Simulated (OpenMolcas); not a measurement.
**Computed transition rates of Co3+**

* Program: OpenMolcas
* Method: MS-RASPT2, IPEA 0.25 Eh, imaginary shift 0.1 Eh (closed shells correlated: 3s)
* Basis: ANO-RCC-VTZP [6s5p3d2f1g]
* Scalar Hamiltonian: DKH2, point nucleus
* Active space: 12 electrons in 8 orbitals (RAS1 3p, at most 2 holes; RAS2 3d)
* State averaging: 2S+1 = 5 even, 5 roots; 2S+1 = 3 even, 45 roots; 2S+1 = 1 even, 44 roots
* Spin-orbit coupling: RASSI with atomic mean-field integrals over the reference wave functions, term energies averaged over their components

Rates come from the transition moments of the reference wave functions (E1 and E2 in the length form). At fixed line strength A goes as λ^-3 for E1 and M1 and as λ^-5 for E2, so a rate at the computed wavelength can be rescaled to the measured one. Measured vacuum wavelengths follow from level energies in Sugar and Corliss, J. Phys. Chem. Ref. Data 10, 1097 (1981). Branching counts decays inside the model space alone, at computed energies, and the table is only a selection of the E2 and M1 lines, drawn from those between levels with measured partners whose computed energy lies within a factor of 1.5 of the measured one.

| Upper | Lower | Type | λ computed (nm) | λ measured (nm) | A computed (s-1) | A rescaled (s-1) | Branching % |
| --- | --- | --- | --- | --- | --- | --- | --- |
| 3d6 1S0 | 3d6 3P1(1) | M1 | 588.9 | 598.3 | 3.23e+00 |  | 100.0 |
| 3d6 1G4(2) | 3d6 1I6 | E2 | 302.3 | 312.8 | 3.21e+00 | 2.71e+00 | 56.5 |
| 3d6 3F2(2) | 3d6 3H4 | E2 | 271.6 | 281.9 | 3.17e+00 | 2.63e+00 | 40.8 |
| 3d6 3F4(2) | 3d6 3H6 | E2 | 267.1 | 276.6 | 3.09e+00 | 2.59e+00 | 37.3 |
| 3d6 3F3(2) | 3d6 3H5 | E2 | 268.9 | 278.8 | 3.08e+00 | 2.57e+00 | 39.3 |
| 3d6 3P0(2) | 3d6 3P2(1) | E2 | 274.2 | 282.2 | 2.13e+00 | 1.84e+00 | 46.4 |
| 3d6 3P1(1) | 3d6 5D2 | M1 | 414.7 | 422.8 | 1.50e+00 |  | 77.7 |
| 3d6 3F4(1) | 3d6 5D4 | M1 | 389.1 | 393.8 | 1.21e+00 |  | 84.0 |
| 3d6 3P2(1) | 3d6 5D3 | M1 | 441.7 | 449.6 | 1.18e+00 |  | 91.0 |
| 3d6 3F3(1) | 3d6 5D3 | M1 | 393.9 | 398.5 | 6.63e-01 |  | 65.7 |
| 3d6 1D2 | 3d6 3F3(1) | M1 | 557.5 | 602.2 | 6.52e-01 |  | 40.2 |
| 3d6 3D3 | 3d6 5D4 | M1 | 268.8 | 273.6 | 5.87e-01 |  | 55.7 |
| 3d6 1G4(1) | 3d6 3F4(1) | M1 | 857.4 | 886 | 5.82e-01 |  | 37.2 |
| 3d6 3D2 | 3d6 5D2 | M1 | 278.7 | 283.5 | 2.83e-01 |  | 37.8 |
| 3d6 3F2(1) | 3d6 5D2 | M1 | 397.1 | 401.7 | 2.65e-01 |  | 56.8 |
| 3d6 1I6 | 3d6 3H6 | M1 | 802.6 | 815.4 | 2.31e-01 |  | 60.5 |
| 3d6 1I6 | 3d6 3H5 | M1 | 823.5 | 839.6 | 1.50e-01 |  | 39.3 |
| 3d6 3G3 | 3d6 3H4 | M1 | 1706 | 1787 | 1.05e-01 |  | 40.7 |
| 3d6 3G5 | 3d6 3H6 | M1 | 1799 | 1872 | 9.62e-02 |  | 46.5 |
| 3d6 3G4 | 3d6 3F4(1) | M1 | 2399 | 2383 | 7.47e-02 |  | 40.2 |
| 3d6 3H4 | 3d6 5D4 | M1 | 412.3 | 412 | 2.63e-02 |  | 84.5 |
| 3d6 5D3 | 3d6 5D4 | M1 | 15120 | 15650 | 1.01e-02 | 9.11e-03 | 100.0 |
| 3d6 5D2 | 3d6 5D3 | M1 | 21950 | 22800 | 6.14e-03 | 5.48e-03 | 100.0 |
| 3d6 3H5 | 3d6 3H6 | M1 | 31660 | 28380 | 8.20e-04 | 1.14e-03 | 94.0 |
| 3d6 3H6 | 3d6 5D4 | E2 | 421.5 | 422.3 | 1.32e-05 |  | 100.0 |

Spin-changing lines and M1 lines between different terms are not rescaled, since their strength hangs on the term gaps too.

The largest correction is for 3d6 3H5 → 3d6 3H6 (M1): 8.20e-04 × (31660 / 28380)^3 = 1.14e-03 s-1, a factor of 1.39.

These are rates of the free ion; in crystals, glasses and complexes forced electric-dipole and non-radiative decay shorten such lifetimes by orders of magnitude. No measured rate stands beside these. Rescaling mends the energy factor alone: line strengths can still be far off where a level mixes with configurations outside the active space, and weak or spin-changing lines hang on small mixing coefficients that depend on the term gaps too, so rescaling need not improve them.

CASPT2 does not keep the components of a term degenerate, so their means are used; among the terms shown or strongly mixed into the levels shown the widest spread is 1100 cm-1 (3d6 1I). Active for correlation alone: 3p; no level in the range computed is led by a configuration that opens it, so any true level of that kind is missing. The CASPT2 spread within a term exceeds the gap to the next term for 3d6 3H and 3d6 3P(1), 3d6 1I and 3d6 3D, 3d6 3D and 3d6 1G(1) and others, so the order of their levels is uncertain, and so are names and mixing where such terms share a J. Measured partners are found by configuration, term and J. A level has none where our copy of the source lacks it or the pairing is in doubt (some pairs that miss far off the trend of their configuration count as doubtful). Only configurations of the active space appear.

A number in round brackets counts repeated terms of one configuration in the order of the reference energies.
